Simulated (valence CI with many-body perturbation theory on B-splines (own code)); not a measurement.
**Valence orbitals of Tb XLIII**

Computed by configuration interaction combined with many-body perturbation theory (CI+MBPT): five valence electrons over a frozen Dirac-Fock core [Ar], a basis of 7 s, 7 p, 8 d, 6 f, 4 g, 1 h functions for each j, with the one-electron correlation potential Σ1 (screened to all orders), the two-electron term Σ2, the three-electron term Σ3, Breit, model QED; selected single and double excitations, second order for the rest (own B-spline code, finite nucleus).

The last digits are not significant, and no measured levels were compared; by estimate large intervals hold to a few tenths of a per cent, small ones and those within an open d or f shell to about a per cent. Only levels of the ground parity were solved; by the run's estimate the other parity begins above the list, which can be wrong where configurations are misplaced.

These are the spectroscopic orbitals of the CI (the correlating ones are not listed), shaped by the core and the other valence electrons. h is the expectation value of the core's Dirac-Fock operator, without the valence repulsion; Σ1 is computed up to l = 3 at one energy for each symmetry, that of its lowest orbital but kept below the first core excitation, so for empty shells it is not the orbital's own correlation shift; Breit and QED include the response of the core.

```csv
Orbital,h (hartree),Σ1 (cm⁻¹),Breit (cm⁻¹),QED (cm⁻¹),⟨r⟩ (bohr)
4s1/2,-83.387,-7703,8828,6664,0.4461
5s1/2,-51.158,-2959,4293,3302,0.7266
6s1/2,-34.587,-1485,2357,1845,1.079
4p1/2,-80.831,-10285,14007,28.8,0.4409
5p1/2,-49.89,-3766,6970,21.9,0.7264
6p1/2,-33.871,-1856,3883,14.2,1.084
4p3/2,-78.284,-9617,8421,673,0.4566
5p3/2,-48.655,-3659,4222,345,0.7457
6p3/2,-33.178,-1830,2534,196,1.107
3d3/2,-140.05,-21458,18753,-1460,0.1979
4d3/2,-74.709,-10201,6852,-409,0.4332
5d3/2,-46.922,-3951,3338,-187,0.7337
3d5/2,-138.48,-19894,9747,-582,0.2013
4d5/2,-74.125,-9800,3600,-111,0.4374
5d5/2,-46.632,-3765,1737,-42.4,0.7388
4f5/2,-70.838,-24636,908,-266,0.3926
5f5/2,-45.118,-9922,405,-127,0.7019
4f7/2,-70.632,-20445,-113,-147,0.3944
5f7/2,-45.006,-8206,-17.9,-66.0,0.7041
5g7/2,-44.106,,70.9,-33.5,0.6325
5g9/2,-44.055,,-34.0,-4.3,0.6336
```

Among the shells of the start configuration 3d5, Σ1 is largest in size for 3d3/2, where it is 0.070 % of h.

Lowest root of each symmetry, sizes in configuration state functions:

| J | Parity | Roots | Reference | Variational | Second order | Change by selected CI (cm⁻¹) | Change by second order (cm⁻¹) |
| --- | --- | --- | --- | --- | --- | --- | --- |
| 1/2 | even | 4 | 39 | 17610 | 57640 | -20985 | -3 |
| 3/2 | even | 7 | 67 | 25045 | 216184 | -20021 | -41 |
| 5/2 | even | 10 | 81 | 26621 | 167720 | -19334 | -110 |
| 7/2 | even | 7 | 72 | 24119 | 270465 | -19261 | -238 |
| 9/2 | even | 5 | 56 | 23993 | 20030 | -19831 | -203 |
| 11/2 | even | 3 | 35 | 24424 | 11830 | -19196 | -42 |
| 13/2 | even | 1 | 18 | 19556 | 6642 | -18592 | -8 |
